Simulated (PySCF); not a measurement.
C3H7ClSi, SMILES [SiH3]C/C=C\Cl. Atoms are numbered in the order given.

```xyz
12

Si    -1.9850    -0.0836    -0.8234
C     -0.3321    -1.0278    -0.7630
C      0.2021    -1.1086     0.6305
C      1.0333    -0.2382     1.2133
Cl     1.6788     1.1603     0.3914
H     -2.4998    -0.0476    -2.2247
H     -1.7902     1.3076    -0.3299
H     -2.9909    -0.7696     0.0400
H     -0.4963    -2.0345    -1.1805
H      0.3747    -0.4989    -1.4223
H     -0.1448    -1.9343     1.2617
H      1.3772    -0.3308     2.2443
```

Geometry: B3LYP-D3(BJ)/def2-SVP. The structure was generated by enumeration; whether it is a known compound was not checked. One conformer was computed; it need not be the lowest.

All values below come from PySCF with PBE/def2-TZVP.

ESP charges are fitted to the potential on shells at 1.4 to 2.0 van der Waals radii. Atomic charges (e):

```json
[
 {"atom": "Si1", "meta-Löwdin": "0.44", "Löwdin": "0.25", "ESP fit": "0.22"},
 {"atom": "C2", "meta-Löwdin": "-0.43", "Löwdin": "-0.39", "ESP fit": "-0.17"},
 {"atom": "C3", "meta-Löwdin": "-0.12", "Löwdin": "-0.24", "ESP fit": "-0.10"},
 {"atom": "C4", "meta-Löwdin": "-0.15", "Löwdin": "-0.47", "ESP fit": "-0.30"},
 {"atom": "Cl5", "meta-Löwdin": "-0.05", "Löwdin": "0.35", "ESP fit": "-0.04"},
 {"atom": "H6", "meta-Löwdin": "-0.08", "Löwdin": "-0.03", "ESP fit": "-0.07"},
 {"atom": "H7", "meta-Löwdin": "-0.07", "Löwdin": "-0.03", "ESP fit": "-0.04"},
 {"atom": "H8", "meta-Löwdin": "-0.08", "Löwdin": "-0.03", "ESP fit": "-0.06"},
 {"atom": "H9", "meta-Löwdin": "0.13", "Löwdin": "0.15", "ESP fit": "0.10"},
 {"atom": "H10", "meta-Löwdin": "0.14", "Löwdin": "0.15", "ESP fit": "0.11"},
 {"atom": "H11", "meta-Löwdin": "0.13", "Löwdin": "0.16", "ESP fit": "0.14"},
 {"atom": "H12", "meta-Löwdin": "0.14", "Löwdin": "0.13", "ESP fit": "0.21"}
]
```

Computed Mayer and Wiberg (Löwdin basis) orders of the bonds:
```csv
bond,Mayer,Wiberg
Si1–C2,0.97,1.14
C2–C3,1.03,1.30
C3–C4,1.91,2.08
C4–Cl5,1.10,1.70
Si1–H6,0.94,0.95
Si1–H7,0.95,0.95
Si1–H8,0.95,0.95
C2–H9,0.92,0.83
C2–H10,0.92,0.83
C3–H11,0.92,0.81
C4–H12,0.93,0.87
```
